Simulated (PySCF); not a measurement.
Two-component Hartree-Fock for Si⁴⁺ (silicon, charge +4)

Start: [Ne]. Calculated with PySCF 2.14 in x2c-QZVPPall-2c (9s7p4d2f1g, 73 functions): generalised Hartree-Fock with the X2C-1e Hamiltonian and a Gaussian nucleus; one run each with spin-orbit coupling (SO) switched off, then screened by Boettger's factors.

```csv
spinor shell,electrons,"ε, spin-free (eV)","ε, screened SO (eV)",weight of nominal j (screened SO),"rms radius, screened SO (bohr)"
1s1/2,2,-1931.7,-1931.7,1.000,0.129
2s1/2,2,-220.50,-220.50,1.000,0.610
2p1/2,2,-168.54,-169.01,1.000,0.591
```

Task: Where does 2p3/2 lie, and what is the 2p spin-orbit splitting (screened SO)?

Result: At -168.30 eV, 0.705 eV above 2p1/2.

```tsv
quantity	spin-free	screened SO
E (hartree)	-285.78038	-285.78057
M_J	0	0
⟨J²⟩	0.000	0.000
⟨L²⟩	0.000	0.000
⟨S²⟩	0.000	0.000
```

Without spin-orbit coupling the j labels of p, d and f shells carry no meaning; the spin-free column gives the mean over the occupied spinors of each nl shell.
